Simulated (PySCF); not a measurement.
## 3-ethylthiophene, C$_{6}$H$_{8}$S

Geometry (Å), atoms numbered from 1 in this order:
```xyz
15

C    -1.989   -0.528    0.565
C    -1.179   -0.446   -0.727
C     0.229    0.026   -0.508
C     1.261   -0.775    0.076
C     2.449   -0.110    0.208
S     2.336    1.501   -0.374
C     0.685    1.289   -0.798
H    -1.516   -1.211    1.288
H    -2.064    0.459    1.045
H    -3.009   -0.894    0.372
H    -1.155   -1.437   -1.209
H    -1.680    0.229   -1.439
H     1.120   -1.814    0.382
H     3.390   -0.484    0.611
H     0.126    2.109   -1.248
```

Level of theory: TDDFT CAM-B3LYP/aug-cc-pVDZ excited states, vertical, gas phase (PySCF). Geometry: PBE0-D3(BJ)/def2-SVP.

Problem. Give the one- and two-photon strengths of the lowest singlets.

Solution. δ for parallel linear polarisation; σ at the peak of a Lorentzian of half width 0.1 eV, single beam; Ω is circular over linear.
| state | E (eV) | f | photon λ (nm) | δ (au) | σ (GM) | Ω | main |
| --- | --- | --- | --- | --- | --- | --- | --- |
| S1 | 5.67 | 0.085 | 437 | 20.4 | 0.24 | 1.33 | HOMO→LUMO+3 0.47, HOMO→LUMO+2 0.29 |
| S2 | 5.86 | 0.062 | 423 | 30.4 | 0.38 | 1.48 | HOMO−1→LUMO+3 0.34, HOMO−1→LUMO+2 0.24 |
| S3 | 5.94 | 0.039 | 417 | 98.2 | 1.27 | 0.81 | HOMO→LUMO 0.52, HOMO→LUMO+2 0.18 |
| S4 | 6.12 | 0.011 | 405 | 73.1 | 1.00 | 1.50 | HOMO→LUMO+1 0.44, HOMO→LUMO+5 0.12 |
| S5 | 6.27 | 0.005 | 396 | 23.2 | 0.33 | 1.44 | HOMO−1→LUMO+5 0.22, HOMO−1→LUMO 0.15 |
| S6 | 6.32 | 0.002 | 392 | 84.7 | 1.24 | 1.29 | HOMO−1→LUMO 0.43, HOMO−1→LUMO+1 0.32 |
